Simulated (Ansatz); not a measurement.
Harmonic vibrations of Ge(OH)H3 (GeOH₄) by finite differences.

```yaml
crystal:
  periodic: [false, false, false]
  atoms:
    - {symbol: Ge, position_ang: [-0.065570, -0.122936, -0.421976]}
    - {symbol: O, position_ang: [-0.080673, -0.121771, 1.384950]}
    - {symbol: H, position_ang: [0.361782, 0.668906, 1.734888]}
    - {symbol: H, position_ang: [1.396632, -0.122509, -0.943057]}
    - {symbol: H, position_ang: [-0.813791, 1.125222, -0.962182]}
    - {symbol: H, position_ang: [-0.798391, -1.426902, -0.792623]}
basis:
  gaussian: {orbitals: def2-TZVP}
hamiltonian: {xc: pbe, dispersion: d4}
scf: {omitted_lower_state_checks: [starts]}
phonons: {temperatures: {t_min: 298.15, t_max: 900, t_step: 200}}
```

```sh
$ ansatz run in.yaml --threads 4 --pin off --events-out ev --progress --plain --max-ram 3916MiB
```

Output, abridged:

```
Functional definition: PBE
mean field -58620.62020777 eV, -2154.2680581521 hartree, gradient 1.5e-5 eV, S^2 0.000000; 0 other end points of the search recorded, 0 dependent functions left out
mean field -58620.62012471 eV, -2154.2680550997 hartree, gradient 1.4e-6 eV, S^2 0.000000; 0 other end points of the search recorded, 0 dependent functions left out
mean field -58620.62012679 eV, -2154.2680551760 hartree, gradient 1.1e-6 eV, S^2 0.000000; 0 other end points of the search recorded, 0 dependent functions left out
mean field -58620.62012041 eV, -2154.2680549416 hartree, gradient 1.4e-6 eV, S^2 0.000000; 0 other end points of the search recorded, 0 dependent functions left out
mean field -58620.62012215 eV, -2154.2680550055 hartree, gradient 1.2e-6 eV, S^2 0.000000; 0 other end points of the search recorded, 0 dependent functions left out
mean field -58620.62010185 eV, -2154.2680542594 hartree, gradient 1.0e-6 eV, S^2 0.000000; 0 other end points of the search recorded, 0 dependent functions left out
mean field -58620.62012815 eV, -2154.2680552260 hartree, gradient 1.0e-6 eV, S^2 0.000000; 0 other end points of the search recorded, 0 dependent functions left out
mean field -58620.62017249 eV, -2154.2680568555 hartree, gradient 1.4e-6 eV, S^2 0.000000; 0 other end points of the search recorded, 0 dependent functions left out
mean field -58620.62016870 eV, -2154.2680567161 hartree, gradient 1.2e-6 eV, S^2 0.000000; 0 other end points of the search recorded, 0 dependent functions left out
mean field -58620.62010305 eV, -2154.2680543036 hartree, gradient 1.0e-6 eV, S^2 0.000000; 0 other end points of the search recorded, 0 dependent functions left out
mean field -58620.62009725 eV, -2154.2680540903 hartree, gradient 1.4e-6 eV, S^2 0.000000; 0 other end points of the search recorded, 0 dependent functions left out
mean field -58620.62013602 eV, -2154.2680555152 hartree, gradient 1.0e-6 eV, S^2 0.000000; 0 other end points of the search recorded, 0 dependent functions left out
mean field -58620.62009428 eV, -2154.2680539815 hartree, gradient 8.2e-7 eV, S^2 0.000000; 0 other end points of the search recorded, 0 dependent functions left out
mean field -58620.62017395 eV, -2154.2680569092 hartree, gradient 9.9e-7 eV, S^2 0.000000; 0 other end points of the search recorded, 0 dependent functions left out
mean field -58620.62017851 eV, -2154.2680570769 hartree, gradient 2.8e-6 eV, S^2 0.000000; 0 other end points of the search recorded, 0 dependent functions left out
mean field -58620.62010387 eV, -2154.2680543338 hartree, gradient 9.9e-7 eV, S^2 0.000000; 0 other end points of the search recorded, 0 dependent functions left out
mean field -58620.62011165 eV, -2154.2680546196 hartree, gradient 7.2e-7 eV, S^2 0.000000; 0 other end points of the search recorded, 0 dependent functions left out
mean field -58620.62018052 eV, -2154.2680571508 hartree, gradient 2.8e-6 eV, S^2 0.000000; 0 other end points of the search recorded, 0 dependent functions left out
mean field -58620.62017513 eV, -2154.2680569525 hartree, gradient 2.2e-6 eV, S^2 0.000000; 0 other end points of the search recorded, 0 dependent functions left out
mean field -58620.62016715 eV, -2154.2680566595 hartree, gradient 1.7e-6 eV, S^2 0.000000; 0 other end points of the search recorded, 0 dependent functions left out
mean field -58620.62016016 eV, -2154.2680564024 hartree, gradient 1.5e-6 eV, S^2 0.000000; 0 other end points of the search recorded, 0 dependent functions left out
mean field -58620.62020221 eV, -2154.2680579478 hartree, gradient 8.1e-7 eV, S^2 0.000000; 0 other end points of the search recorded, 0 dependent functions left out
mean field -58620.62020315 eV, -2154.2680579822 hartree, gradient 2.3e-6 eV, S^2 0.000000; 0 other end points of the search recorded, 0 dependent functions left out
mean field -58620.62019273 eV, -2154.2680575994 hartree, gradient 8.8e-7 eV, S^2 0.000000; 0 other end points of the search recorded, 0 dependent functions left out
mean field -58620.62020248 eV, -2154.2680579575 hartree, gradient 1.4e-6 eV, S^2 0.000000; 0 other end points of the search recorded, 0 dependent functions left out
mean field -58620.62019029 eV, -2154.2680575097 hartree, gradient 2.1e-6 eV, S^2 0.000000; 0 other end points of the search recorded, 0 dependent functions left out
mean field -58620.62019441 eV, -2154.2680576611 hartree, gradient 2.6e-6 eV, S^2 0.000000; 0 other end points of the search recorded, 0 dependent functions left out
mean field -58620.62017695 eV, -2154.2680570195 hartree, gradient 1.7e-6 eV, S^2 0.000000; 0 other end points of the search recorded, 0 dependent functions left out
mean field -58620.62017173 eV, -2154.2680568277 hartree, gradient 1.1e-6 eV, S^2 0.000000; 0 other end points of the search recorded, 0 dependent functions left out
mean field -58620.62019186 eV, -2154.2680575674 hartree, gradient 8.8e-7 eV, S^2 0.000000; 0 other end points of the search recorded, 0 dependent functions left out
mean field -58620.62020264 eV, -2154.2680579634 hartree, gradient 1.4e-6 eV, S^2 0.000000; 0 other end points of the search recorded, 0 dependent functions left out
mean field -58620.62019210 eV, -2154.2680575762 hartree, gradient 2.3e-6 eV, S^2 0.000000; 0 other end points of the search recorded, 0 dependent functions left out
mean field -58620.62019213 eV, -2154.2680575773 hartree, gradient 2.7e-6 eV, S^2 0.000000; 0 other end points of the search recorded, 0 dependent functions left out
mean field -58620.62016896 eV, -2154.2680567258 hartree, gradient 1.6e-6 eV, S^2 0.000000; 0 other end points of the search recorded, 0 dependent functions left out
mean field -58620.62016953 eV, -2154.2680567468 hartree, gradient 1.8e-6 eV, S^2 0.000000; 0 other end points of the search recorded, 0 dependent functions left out
mean field -58620.62019943 eV, -2154.2680578456 hartree, gradient 1.7e-6 eV, S^2 0.000000; 0 other end points of the search recorded, 0 dependent functions left out
mean field -58620.62019974 eV, -2154.2680578569 hartree, gradient 1.1e-6 eV, S^2 0.000000; 0 other end points of the search recorded, 0 dependent functions left out
Total energy: -58620.68643644 eV, -2154.2704920108 hartree
Atom 0 at    -0.065570    -0.122936    -0.421976 Å, force    -0.000745    -0.000963     0.000771 eV/Å
Atom 1 at    -0.080673    -0.121771     1.384950 Å, force     0.000614     0.000969     0.000073 eV/Å
Atom 2 at     0.361782     0.668906     1.734888 Å, force    -0.000557    -0.001114     0.000849 eV/Å
Atom 3 at     1.396632    -0.122509    -0.943057 Å, force     0.000300     0.000054    -0.000909 eV/Å
Atom 4 at    -0.813791     1.125222    -0.962182 Å, force    -0.000095     0.000254    -0.001100 eV/Å
Atom 5 at    -0.798391    -1.426902    -0.792623 Å, force     0.000483     0.000800     0.000316 eV/Å
Dipole moment:     0.130374     0.229110    -0.146470 e Å
Vibrations: 181.13 589.42 601.45 664.70 831.23 836.81 853.75 940.30 2063.08 2066.43 2126.40 3734.19 cm⁻¹, zero-point energy 0.960189 eV
Checks for a lower state left out: starts
```

Hardware: 4 threads of Arm Neoverse V2 on a shared host. Wall time 12 s.
